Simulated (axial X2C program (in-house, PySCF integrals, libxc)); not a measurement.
What spin–orbit coupling does to BeO⁻

All values were computed with an in-house relativistic program for diatomic molecules. Spin-free means the one-electron spin-free X2C Hamiltonian; two-component (2c) means X2C with spin–orbit coupling and atomic mean-field two-electron Coulomb and Gaunt terms, so the difference of the two also holds small scalar two-electron terms. Basis: O dyall-av3z [7s6p3d2f], Be dyall-av3z [9s9p4d2f] (cores contracted in-house); Gaussian nuclei, density fitting, unrestricted open shells. Masses: O 15.995 u, Be 9.012 u.

Spin-free state: M_S = 1/2, Λ = 0 (beyond evenly filled blocks: σα); fragments O- + Be for PBE0, MP2, CCSD, CCSD(T), TPSS; O + Be- for HF.

```tsv
level	Re (Å)	ωe (cm⁻¹)	De (eV)	μ (D)
PBE0	1.359	1419.9	5.468	-0.31
HF	1.340	1517.2	n/a	0.10
MP2	1.380	1376.7	5.835	n/a
CCSD	1.366	1416.7	4.997	n/a
CCSD(T)	1.374	1381.4	5.175	n/a
TPSS	1.376	1347.3	5.469	-0.58
```

Correlated methods: 9 electrons correlated (number of frozen shells: O 1 s; Be 1 s), 207 virtual spin orbitals or spinors in MP2, 90 natural virtuals in coupled cluster.

Dipoles are positive if Be is the positive end and refer to the centre of mass.

Two-component determinant lowest at the distance of the search:

Ω = 1/2 (⟨Sz⟩ = 0.50, ⟨Lz⟩ = 0.00 at HF); fragments O- + Be for PBE0, MP2, CCSD, CCSD(T), TPSS; O + Be- for HF.

| level | Re (Å) | ωe (cm⁻¹) | De (eV) | μ (D) |
| --- | --- | --- | --- | --- |
| PBE0 | 1.359 | 1419.9 | 5.468 | -0.32 |
| HF | 1.340 | 1517.0 | n/a | 0.10 |
| MP2 | 1.380 | 1376.7 | 5.834 | n/a |
| CCSD | 1.366 | 1416.4 | 4.996 | n/a |
| CCSD(T) | 1.374 | 1382.4 | 5.173 | n/a |
| TPSS | 1.376 | 1347.3 | 5.470 | -0.59 |

(1) From the two tables, how do the constants change at the CCSD(T) level (2c against spin-free)?

One determinant describes the state; a PBE0 search over occupations chose it and may have missed a lower one. Dissociation energies refer to the lowest single-determinant-based atoms at the same level and basis. De is not given where an atomic determinant may have missed its ground term or J level, or where the truncated virtual space spoils (T). Density functionals use the spin component along the axis (collinear). Coupled cluster ran in a truncated set of natural virtual spinors; the MP2 energy of the rest was added. (T) has no such correction and the atoms are truncated less, which lowers De at CCSD(T) by a hundredth of an eV or more. In 2c an atomic determinant is not the ground J level, so De misses part of the atomic spin–orbit lowering. This holds for PBE0, TPSS. Without a current term, density functionals place determinants with orbital angular momentum somewhat too high. The highest occupied level of some functionals is positive through self-interaction error; at Hartree–Fock it is bound. The determinant is spin-polarised beyond a pure state at some levels (its spin-free form has ⟨S²⟩ too high), which makes Re and μ there less reliable.

Answers

(1) At the CCSD(T) level Re is unchanged within 0.001 Å and ωe rises by 1.0 cm⁻¹; De changes by -0.002 eV.
